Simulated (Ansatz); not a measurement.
Born–Oppenheimer molecular dynamics of Cl$_{2}$GaH$_{3}$O (7 atoms, charge 0, multiplicity 1). It starts at the highest image of a converged band, a first-order saddle point between two minima.

Computed with Ansatz, RKS PBE0/def2-SVPD.

```
ensemble                      : NVE (velocity Verlet)
time step                     : 0.5 fs
steps asked                   : 200
starting velocities drawn for : 100 K
seed                          : 2959
```

Frames 2.5 fs apart, positions in Å, forces in eV/Å.

Velocities at 20 fs (Å/ps):

```
Ga -0.37 -3.42 0.84
H -4.38 51.15 22.50
Cl -0.65 0.06 0.53
O 2.30 2.16 1.73
H 8.44 -10.10 5.93
Cl 0.55 2.59 -4.17
H -11.63 68.15 14.21
```

```xyz
7
Properties=species:S:1:pos:R:3:forces:R:3 time_fs=20 energy_less_start_eV=-0.473 T=832
Ga 0.159 -0.347 -0.049 -0.01 -2.67 0.24
H -0.088 0.567 1.769 -0.04 0.81 -0.04
Cl 2.070 -0.015 -0.927 -0.07 0.39 0.24
O -1.309 -0.250 -1.055 0.17 0.49 0.32
H -2.088 -0.654 -0.662 -0.05 -0.06 0.04
Cl 0.162 -2.345 1.303 -0.03 1.30 -0.92
H -0.062 -0.183 1.958 0.03 -0.25 0.12
7
Properties=species:S:1:pos:R:3:forces:R:3 time_fs=22.5 energy_less_start_eV=-0.595 T=1020
Ga 0.158 -0.357 -0.047 0.18 -2.64 0.37
H -0.100 0.723 1.822 -0.01 0.54 -0.11
Cl 2.068 -0.015 -0.926 -0.06 0.40 0.24
O -1.303 -0.244 -1.050 -0.20 0.35 0.40
H -2.067 -0.679 -0.647 0.12 0.07 -0.12
Cl 0.163 -2.338 1.292 -0.05 1.47 -0.89
H -0.090 -0.027 1.999 0.02 -0.20 0.10
7
Properties=species:S:1:pos:R:3:forces:R:3 time_fs=25 energy_less_start_eV=-0.686 T=1162
Ga 0.157 -0.369 -0.044 0.38 -2.48 0.46
H -0.113 0.906 1.869 0.00 -0.66 0.05
Cl 2.067 -0.014 -0.924 -0.05 0.40 0.24
O -1.298 -0.236 -1.043 -0.26 0.35 0.32
H -2.040 -0.702 -0.639 -0.03 0.05 -0.12
Cl 0.165 -2.328 1.279 -0.07 1.54 -0.80
H -0.117 0.124 2.044 0.03 0.80 -0.15
7
Properties=species:S:1:pos:R:3:forces:R:3 time_fs=27.5 energy_less_start_eV=-0.774 T=1298
Ga 0.157 -0.383 -0.042 0.55 -2.34 0.42
H -0.125 1.061 1.918 0.02 0.15 -0.17
Cl 2.065 -0.012 -0.922 -0.06 0.40 0.25
O -1.294 -0.228 -1.036 -0.21 0.42 0.22
H -2.016 -0.722 -0.637 -0.23 -0.03 -0.07
Cl 0.166 -2.315 1.265 -0.09 1.52 -0.70
H -0.142 0.312 2.083 0.01 -0.11 0.05
7
Properties=species:S:1:pos:R:3:forces:R:3 time_fs=30 energy_less_start_eV=-0.836 T=1394
Ga 0.157 -0.399 -0.038 0.67 -2.13 0.32
H -0.136 1.224 1.956 0.05 0.63 -0.30
Cl 2.063 -0.009 -0.919 -0.06 0.39 0.26
O -1.290 -0.217 -1.027 -0.46 0.27 0.27
H -2.003 -0.743 -0.641 -0.09 0.11 -0.18
Cl 0.167 -2.300 1.250 -0.09 1.40 -0.56
H -0.167 0.494 2.124 -0.02 -0.66 0.18
7
Properties=species:S:1:pos:R:3:forces:R:3 time_fs=32.5 energy_less_start_eV=-0.894 T=1484
Ga 0.157 -0.417 -0.035 0.71 -1.83 0.15
H -0.145 1.413 1.980 -0.02 -0.76 0.04
Cl 2.061 -0.006 -0.916 -0.07 0.38 0.26
O -1.288 -0.206 -1.018 -0.54 0.19 0.27
H -1.996 -0.757 -0.654 -0.04 0.18 -0.20
Cl 0.168 -2.282 1.234 -0.09 1.16 -0.36
H -0.193 0.649 2.174 0.05 0.68 -0.16
7
Properties=species:S:1:pos:R:3:forces:R:3 time_fs=35 energy_less_start_eV=-0.955 T=1577
Ga 0.159 -0.437 -0.031 0.67 -1.48 -0.15
H -0.155 1.568 2.003 0.01 -0.14 -0.09
Cl 2.059 -0.003 -0.912 -0.08 0.37 0.26
O -1.289 -0.193 -1.007 -0.31 0.33 0.16
H -1.992 -0.763 -0.679 -0.22 0.04 -0.07
Cl 0.168 -2.262 1.217 -0.09 0.83 -0.11
H -0.215 0.833 2.216 0.01 0.05 0.00
7
Properties=species:S:1:pos:R:3:forces:R:3 time_fs=37.5 energy_less_start_eV=-0.982 T=1620
Ga 0.160 -0.458 -0.028 0.55 -1.03 -0.53
H -0.164 1.717 2.020 0.10 0.68 -0.35
Cl 2.056 0.002 -0.908 -0.09 0.36 0.26
O -1.290 -0.180 -0.996 -0.26 0.29 0.17
H -2.000 -0.764 -0.708 -0.14 0.08 -0.04
Cl 0.169 -2.241 1.200 -0.08 0.37 0.21
H -0.238 1.018 2.260 -0.08 -0.76 0.28
7
Properties=species:S:1:pos:R:3:forces:R:3 time_fs=40 energy_less_start_eV=-0.992 T=1635
Ga 0.163 -0.479 -0.024 0.38 -0.43 -0.99
H -0.168 1.893 2.021 -0.07 -0.70 0.19
Cl 2.054 0.007 -0.903 -0.09 0.35 0.25
O -1.293 -0.165 -0.984 -0.31 0.15 0.21
H -2.016 -0.760 -0.740 0.08 0.22 -0.04
Cl 0.169 -2.220 1.183 -0.07 -0.21 0.62
H -0.263 1.172 2.315 0.09 0.62 -0.25
7
Properties=species:S:1:pos:R:3:forces:R:3 time_fs=42.5 energy_less_start_eV=-0.974 T=1606
Ga 0.165 -0.502 -0.022 0.18 0.28 -1.56
H -0.176 2.037 2.029 -0.02 -0.25 0.04
Cl 2.051 0.013 -0.898 -0.10 0.34 0.24
O -1.296 -0.150 -0.972 -0.02 0.27 0.17
H -2.028 -0.744 -0.774 -0.02 0.09 0.07
Cl 0.169 -2.198 1.168 -0.06 -0.91 1.11
H -0.285 1.352 2.359 0.03 0.18 -0.08
7
Properties=species:S:1:pos:R:3:forces:R:3 time_fs=45 energy_less_start_eV=-0.905 T=1501
Ga 0.168 -0.523 -0.021 -0.02 1.08 -2.17
H -0.184 2.171 2.036 0.14 0.67 -0.45
Cl 2.048 0.019 -0.893 -0.10 0.33 0.23
O -1.300 -0.134 -0.958 0.26 0.35 0.16
H -2.042 -0.723 -0.804 -0.10 -0.02 0.15
Cl 0.170 -2.179 1.154 -0.05 -1.68 1.66
H -0.305 1.539 2.401 -0.14 -0.72 0.42
7
Properties=species:S:1:pos:R:3:forces:R:3 time_fs=47.5 energy_less_start_eV=-0.823 T=1374
Ga 0.171 -0.544 -0.022 -0.19 1.90 -2.76
H -0.186 2.330 2.025 -0.12 -0.57 0.34
Cl 2.046 0.026 -0.887 -0.08 0.32 0.21
O -1.303 -0.116 -0.945 0.18 0.19 0.20
H -2.060 -0.702 -0.825 0.13 0.11 0.15
Cl 0.170 -2.162 1.143 -0.04 -2.47 2.23
H -0.331 1.697 2.460 0.13 0.53 -0.36
```

Of the whole run (100 fs, mean temperature of the second half 1439 K): The conserved energy stayed within 0.051 meV per atom of its start (net change -0.021 meV per atom), so the integration is sound. The kinetic energy rose, since the run started high on the potential surface and went downhill. It ends in pieces (Cl2GaHO + H2), so much of that is their flight and rotation, not heat. A run of 0.1 ps of so small a system gives no equilibrium averages. The orbitals stay closed-shell, which can raise the energy where a bond breaks towards radicals; this wasn't checked here.

Time of the run: 7.1 min on 4 threads of Arm Neoverse V2, with other jobs on the host, peak memory 0.42 GiB.
